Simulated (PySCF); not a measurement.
## A series of derivatives of c1cc[n-]c1

Parent skeleton `[cH:1]1[cH:2][cH:3][n-:4][cH:5]1`; one hydrogen on atom 3 is replaced by X. Hydrogens on one atom are averaged.

Computed data (PySCF 2.14.0 with density-fitted response routines): PBE0/pcSseg-1 with gauge-including orbitals, geometry: GFN2-xTB. Non-relativistic, no solvent model, single conformer.

Referencing at the same level of theory: $^{13}$C and $^{1}$H vs TMS; NH3 for $^{15}$N.

Parent (X = H): C1 99.9, C2 99.9, C3 126.9, N4 296.5, C5 126.9, H(C1) 5.66, H(C2) 5.66, H(C5) 6.56 ppm. Effects are Δδ = δ(X) − δ(H), positive for deshielding.

Problem. Order these by the shift of N4, most shielded first.
A. X = SO2CH3
B. X = CHF2
C. X = F

Solution. C (-31.7 ppm), A (+2.3 ppm), B (+12.6 ppm).

Problem. Order these by the shift of C1, most shielded first.
A. X = SO2CH3
B. X = F
C. X = CHF2

Solution. B (-1.6 ppm), C (+5.9 ppm), A (+7.5 ppm).

Experimental scales use liquid or dissolved standards, which lie at an offset from isolated NH3 (liquid NH3: subtract about 20 ppm). Unscaled 15N shifts of sp2 nitrogen come out 20 to 40 ppm too high even then.
